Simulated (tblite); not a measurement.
C5H6BCl3.
SMILES with atom numbers: `[Cl:1][B:2]([Cl:3])[C@@H:4]1[C@H:5]2[CH2:6][C@:7]1([Cl:8])[CH2:9]2` (hydrogens: H10 on C4; H11 on C5; H12, H13 on C6; H14, H15 on C9)

Computed with GFN2-xTB (tblite), gas phase: L-BFGS steps from a force-field or distance-geometry start until the largest atomic force falls under 0.01 eV/Å.

Step 3: E = -779.5787 eV
```
atom  x, y, z in Å  |  force x, y, z in eV/Å
Cl1     0.9122    1.8076   -2.2816    0.142   0.201   0.066
B2      1.3525    1.4506   -0.6524    0.170  -0.793   0.075
Cl3     2.4636    2.3632    0.2281    0.307   0.601   0.051
C4      0.8911    0.0951    0.0418   -0.443  -0.423  -0.153
C5     -0.1503   -0.8312   -0.6652    0.105   0.254  -0.235
C6     -0.4774   -1.4591    0.6847    0.061   0.362  -0.067
C7     -0.3961    0.0587    0.9105    0.111   0.214   0.419
Cl8    -0.5861    0.9956    2.3985   -0.008  -0.291  -0.169
C9     -1.2205    0.2430   -0.3505    0.321  -0.359  -0.109
H10     1.6850   -0.4542    0.5603    0.161   0.206  -0.261
H11    -0.0163   -1.4034   -1.5773    0.032   0.283  -0.042
H12    -1.4824   -1.8616    0.7185    0.121  -0.385   0.428
H13     0.3250   -2.0632    1.0837   -0.236  -0.257   0.385
H14    -1.0742    1.1964   -0.8271   -0.511   0.146  -0.220
H15    -2.2306   -0.1295   -0.2940   -0.333   0.241  -0.169
```

Step 4: E = -779.6336 eV
```
atom  x, y, z in Å  |  force x, y, z in eV/Å
Cl1     0.9176    1.8109   -2.2688    0.117   0.202  -0.109
B2      1.3711    1.4400   -0.6551   -0.039  -0.744   0.113
Cl3     2.4604    2.3715    0.2220    0.411   0.615   0.147
C4      0.8873    0.0929    0.0391   -0.166  -0.341  -0.079
C5     -0.1490   -0.8279   -0.6715    0.028   0.088  -0.092
C6     -0.4759   -1.4589    0.6809    0.030   0.207   0.102
C7     -0.3953    0.0610    0.9147    0.047   0.117   0.217
Cl8    -0.5876    0.9948    2.4053    0.007  -0.323  -0.238
C9     -1.2193    0.2404   -0.3528    0.091  -0.132  -0.121
H10     1.6917   -0.4491    0.5530    0.074   0.142  -0.247
H11    -0.0141   -1.3999   -1.5854    0.021   0.309   0.010
H12    -1.4805   -1.8740    0.7331    0.222  -0.239   0.319
H13     0.3184   -2.0725    1.0975   -0.279  -0.092   0.233
H14    -1.0898    1.2005   -0.8343   -0.429  -0.015  -0.117
H15    -2.2393   -0.1217   -0.2996   -0.135   0.207  -0.140
```

**Question.** Estimate the geometry and energy of step 5. (The exact step hangs on the optimiser's Hessian estimate; all steps are aligned on step 4, rigid shifts and turns removed.)

**Answer.** E = -779.7026 eV, largest force 0.408 eV/Å
```
atom  x, y, z in Å  |  force x, y, z in eV/Å
Cl1     0.9287    1.8205   -2.2526    0.117   0.126  -0.178
B2      1.3982    1.4083   -0.6565   -0.079  -0.159   0.113
Cl3     2.4649    2.3977    0.2161    0.252   0.312   0.075
C4      0.8810    0.0834    0.0337    0.245  -0.067   0.033
C5     -0.1473   -0.8232   -0.6820   -0.158  -0.147   0.279
C6     -0.4733   -1.4562    0.6792   -0.080  -0.069   0.269
C7     -0.3943    0.0660    0.9234   -0.075  -0.115  -0.275
Cl8    -0.5897    0.9861    2.4102    0.020  -0.278  -0.212
C9     -1.2183    0.2364   -0.3589   -0.237   0.173  -0.031
H10     1.7031   -0.4389    0.5363    0.003  -0.073  -0.137
H11    -0.0104   -1.3873   -1.5973    0.015   0.243  -0.018
H12    -1.4715   -1.8972    0.7621    0.271   0.006   0.129
H13     0.3014   -2.0872    1.1226   -0.213   0.139   0.023
H14    -1.1231    1.2048   -0.8470   -0.216  -0.179  -0.002
H15    -2.2538   -0.1051   -0.3113    0.134   0.088  -0.070
```

The energy changes by -0.0690 eV. The first-order estimate −F·Δx gives -0.1148 eV and the mean of the old and new forces, exact on a quadratic surface, -0.0688 eV. The step makes an angle of 40° with the force vector and moves no atom by more than 0.042 Å.

What follows is the cost of the whole relaxation. Hardware: an Arm Neoverse V1 with one thread, shared host. Cost: 0.68 s wall.
